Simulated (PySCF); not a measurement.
## How methods differ on the interval between two levels of Tl²⁺

Tl²⁺ [Xe] 4f14 5d10 6s1 [2S1/2, M_J = 1/2] → Tl²⁺ [Xe] 4f14 5d9 6s1 6p1 [4F9/2, M_J = 9/2], as a difference of total energies. Calculation: PySCF 2.14, in x2c-SVPall-2c with one added diffuse shell each of s, p type (8s12p7d2f, 93 functions); the two-component X2C-1e Hamiltonian. Correlated levels: [Kr] 4d10 4f14 frozen; the 22 highest virtual spinors dropped. "Screened" scales the spin-orbit matrix elements by Boettger's factors to mimic the two-electron term; Breit and QED terms are absent.

| method | interval between two levels (cm⁻¹) |
| --- | --- |
| GHF (spin-free) | 136650 |
| GMP2 (spin-free) | 142270 |
| GHF (screened spin-orbit) | 134560 |
| GMP2 (screened spin-orbit) | 139670 |

The labels give the starting determinants; with spin-orbit coupling the two ends relaxed to ⟨J²⟩ = 0.75, ⟨L²⟩ = 0.18, ⟨S²⟩ = 0.93 and ⟨J²⟩ = 24.76, ⟨L²⟩ = 12.18, ⟨S²⟩ = 3.93.
